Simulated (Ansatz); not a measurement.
A search over several starts for the lowest SCF solution of the cluster Ba2O2 at the given spin, in a small basis.

```yaml
crystal:
  periodic: [false, false, false]
  atoms:
    - {symbol: Ba, position_ang: [0.554273, 1.071036, -1.868519]}
    - {symbol: Ba, position_ang: [-0.748460, -1.150146, 1.749890]}
    - {symbol: O, position_ang: [-0.768999, -0.313352, -0.469577]}
    - {symbol: O, position_ang: [0.963186, 0.392462, 0.588206]}
basis:
  gaussian: {orbitals: def2-SVP, initial_orbitals: start.molden}
magnetization: {spin_polarized: true, initial_magnetization: 4}
hamiltonian: {xc: pbe0, dispersion: d4}
output: {orbitals: {seedname: orbitals}}
```

The file start.molden holds the orbitals of an earlier run on this structure, at another level or in another basis.

```sh
$ ansatz run in.yaml --threads 4 --pin off --events-out ev --progress --plain --max-ram 3916MiB
```

Output, abridged:

```
Functional definition: PBE0
818 factors; their error is unknown
mean field evaluation 1: about -5470.3294 eV, gradient 2.5e1 eV
mean field evaluation 2: about -5470.5910 eV, gradient 4.8e-1 eV
mean field evaluation 4: about -5470.6741 eV, gradient 9.5e-2 eV
mean field evaluation 8: about -5470.6742 eV, gradient 1.9e-5 eV
mean field evaluation 16: about -5470.5106 eV, gradient 3.1e0 eV
mean field evaluation 32: about -5470.6742 eV, gradient 2.1e-4 eV
mean field -5470.67416237 eV, -201.0435673109 hartree, gradient 2.0e-5 eV, S^2 6.020781; 5 other end points of the search recorded, 0 dependent functions left out
reference -5470.67419417 eV, -201.0435684797 hartree; 20, 16 occupied and 68, 72 virtual orbitals, 818 factors
Total energy: -5470.76170912 eV, -201.0467845948 hartree
```

Hardware: 4 threads of Arm Neoverse V1 on a shared host. Wall time 7 s.

In the def2 sets Ba takes a core potential; there is no spin–orbit coupling. At PBE0-D4/def2-TZVP a singlet of charge 0 lies 5.24 eV below the quintet, each at its own geometry. The structure comes from a short search, and lower isomers may exist.
